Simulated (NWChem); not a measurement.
# AlF2 (+1)

```xyz
3

Al     0.0000     0.0000     0.0000
F      0.0000     0.0000    -1.6091
F      0.0000     0.0000     1.6091
```
Charge +1, spin multiplicity 1.

Everything below was run with NWChem. All single points use one geometry, from B3LYP/def2-SVP, a minimum by its harmonic frequencies.

Symmetry labels belong to the abelian group D2h used in the runs, with the axes of the coordinates shown; states degenerate in a higher group split over its labels.

The spin multiplicity of the parent species was assumed, not shown to be that of its ground state. The structure started from a generated list of species.

List the lowest 6 singlet excitations that CIS/aug-cc-pVDZ gives, with oscillator strengths.


```
state  symmetry  energy (eV)  wavelength (nm)      f
-----  --------  -----------  ---------------  -----
1           b2g         9.40              132  0.000
2           b3g         9.40              132  0.000
3           b2u         9.75              127  0.085
4           b3u         9.75              127  0.085
5           b1u        10.98              113  0.144
6            ag        11.81              105  0.000
```
